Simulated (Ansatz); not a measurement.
Program: Ansatz. Geometries: PBE0-D4/def2-TZVP. ΔE: electronic, gas phase. CBS: MP2 limit from def2 TZ/QZ plus the TZ coupled-cluster correction, frozen cores. This one scheme is used for every species. Functionals use def2-TZVPP. B3LYP here is the variant with VWN-RPA as its local correlation; programs differ in this. Elements past krypton have def2 core potentials. For Te outer-core shells are correlated without core-valence functions, which leaves a few kJ/mol of doubt a bond. One conformer a species, not always the lowest.

Reaction (formal exchange of groups at a C–Si bond): `N[SiH2]C[TeH]` + ethylene → `C=CC[TeH]` + `N[SiH3]`

Q: Is it downhill or uphill in electronic energy at CCSD(T)/CBS, and by how much? (An estimate is asked.)

A: Ansatz gave: Uphill: ΔE = +9.9 kcal/mol.

Q: What do these levels give: revPBE-D4, B97M-V, B3LYP-D4, r2SCAN0-D4, B2PLYP, revPBE, r2SCANh, LC-ωPBE, RPA@PBE/def2-TZVPP, SCS-MP2/def2-TZVPP, SCS-MP2/def2-QZVPP, MP2/CBS(def2)? (Best estimate.)

A: Computed: revPBE-D4 7.7, B97M-V 8.6, B3LYP-D4 8.3, r2SCAN0-D4 9.1, B2PLYP 8.4, revPBE 7.7, r2SCANh 8.8, LC-ωPBE 9.3, RPA@PBE/def2-TZVPP 8.3, SCS-MP2/def2-TZVPP 8.4, SCS-MP2/def2-QZVPP 8.9, MP2/CBS(def2) 9.8 kcal/mol.

Largest T1 diagnostic among the species: 0.011.

From BLYP to BHLYP (50 % exact exchange), in def2-TZVPP and without D4, ΔE moves by +0.9 kcal/mol. Leaving LDA and LC-ωPBE aside and taking each functional with its dispersion term where it has one, the values, not all of them listed here, spread over 2.1 kcal/mol, from revPBE-D4 to ωB97M-V. In def2-TZVPP, CCSD(T) changes the Hartree–Fock value by +1.4 kcal/mol (the triples alone add +0.1 kcal/mol) and MP2 by +1.2 kcal/mol.
